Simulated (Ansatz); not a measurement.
Cost and result for the atomization energy of `[NH2][SnH2][CH2][SiH3]` (13 atoms, 12 bonds).

Z-matrix (Å, degrees):
```
Sn
C 1 2.160
N 1 2.032 2 112.7
H 1 1.707 2 110.1 3 117.7
H 1 1.707 2 110.0 3 -117.6
Si 2 1.863 1 112.6 3 2.1
H 2 1.093 1 107.9 3 124.0
H 2 1.093 1 108.1 3 -119.8
H 3 1.012 1 113.8 2 -61.5
H 3 1.012 1 113.8 2 61.9
H 6 1.490 2 112.0 1 179.2
H 6 1.489 2 110.5 1 -60.5
H 6 1.489 2 110.5 1 58.9
```

The species carries charge 0 and has multiplicity 1. Correlated methods include outer-core shells of Sn, which these sets cover unevenly. Sn takes the def2 core potential. All single points use the PBE0-D4/def2-TZVP geometry. It is one conformer, not always the lowest. Program: Ansatz. All runs use 4 threads of an Arm Neoverse V2 on a shared host. Times are those of one run each, without the atoms' runs, and a repeat can differ threefold. Electronic energies, without spin–orbit coupling; frozen cores. CCSD(T)/CBS adds CCSD(T) − MP2 in def2-TZVPP to the MP2 limit, and its time is that of the two runs behind it. T1 = 0.012. With those shells the extrapolation isn't a true limit. B3LYP takes the VWN-RPA correlation (the form of Gaussian; ORCA's B3LYP/G).

CCSD(T)/CBS is a level of theory with its own doubt, some kJ/mol a heavy atom from the limit and from the frozen cores, so smaller differences don't rank the functionals.

```tsv
level	functions	wall time
PBE-D4/def2-TZVPP (with forces)	280	3.3 s
PBE0-D4/def2-TZVPP	280	4.2 s
r2SCAN-D4/def2-TZVPP (with forces)	280	7 s
B3LYP-D4/def2-TZVPP (with forces)	280	7 s
B2PLYP/def2-TZVPP	280	8 s
ωB97X-V/def2-TZVPP	280	11 s
ωB97M-V/def2-TZVPP (with forces)	280	16 s
MP2/def2-QZVPP	536	32 s
CCSD(T)/def2-TZVPP	280	6 min
CCSD(T)/CBS(def2)	–	6.5 min
```

Problem. What atomization energy does each give, and how far from CCSD(T)/CBS? (Best estimate.)

Solution. Computed: 
```csv
level,atomization (kJ/mol),difference from CCSD(T)/CBS,per bond
PBE-D4/def2-TZVPP (with forces),3995.8,-24.5,-2.0
PBE0-D4/def2-TZVPP,3958.8,-61.5,-5.1
r2SCAN-D4/def2-TZVPP (with forces),3976.5,-43.8,-3.6
B3LYP-D4/def2-TZVPP (with forces),3994.2,-26.1,-2.2
B2PLYP/def2-TZVPP,3937.8,-82.5,-6.9
ωB97X-V/def2-TZVPP,4027.6,7.3,0.6
ωB97M-V/def2-TZVPP (with forces),4003.3,-17.0,-1.4
MP2/def2-QZVPP,3949.5,-70.8,-5.9
CCSD(T)/def2-TZVPP,3911.1,-109.2,-9.1
CCSD(T)/CBS(def2),4020.3,0.0,0.0
```

From PBE to PBE0 (25 % exact exchange), in def2-TZVPP and without D4, the atomization energy moves by −32.8 kJ/mol: exact exchange takes away binding that semilocal exchange gives to molecules. The D4 term adds +46.2 kJ/mol with B3LYP and +24.6 kJ/mol with PBE0; it sums over pairs of atoms, weighted by their polarisabilities, and B3LYP, whose exchange is more repulsive, gets the larger term. In def2-TZVPP, CCSD(T) changes the Hartree–Fock value by +1035.9 kJ/mol (the triples alone add +49.3 kJ/mol) and MP2 by +1009.0 kJ/mol; breaking electron pairs costs correlation energy, which Hartree–Fock lacks.

Spin–orbit coupling would lower the free Sn atoms strongly, and the atomization energy with them, by more than many differences here. For some Ge, Se and Sn compounds the MP2-based and the directly extrapolated limit differ by 10 to 25 kJ/mol.
